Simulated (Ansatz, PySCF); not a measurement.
Isomers of H4B2N2. All species are isolated molecules in the gas phase. One relaxed conformer stands for each flexible species; it need not be the lowest. Strings in code marks are SMILES.

Quantity: vertical ionisation energy (energy after one electron is removed minus that of the parent at the parent's geometry), in eV.

Level 1: frozen-core MP2/cc-pVTZ // PBE0-D4/def2-TZVP (Ansatz, a first-principles code)
Level 2: PBE/6-31G* // PBE0-D4/def2-TZVP (PySCF)
Level 3: minus the HOMO energy of HF/STO-3G // PBE0-D4/def2-TZVP (PySCF)
Level 4: minus the HOMO energy of PBE0-D4/def2-TZVP (PySCF)

| species | level 1 | level 2 | level 3 | level 4 |
|---|---|---|---|---|
| `BNB=N` | 10.48 | … | 8.48 | 7.78 |
| `N=BBN` | 10.81 | 9.73 | … | 8.03 |
| `B=NBN` | 10.46 | … | 8.76 | 7.78 |

### Question
What belongs in the gaps?

### Answer

- `BNB=N`, level 2: 9.72
- `N=BBN`, level 3: 8.83
- `B=NBN`, level 2: 9.55
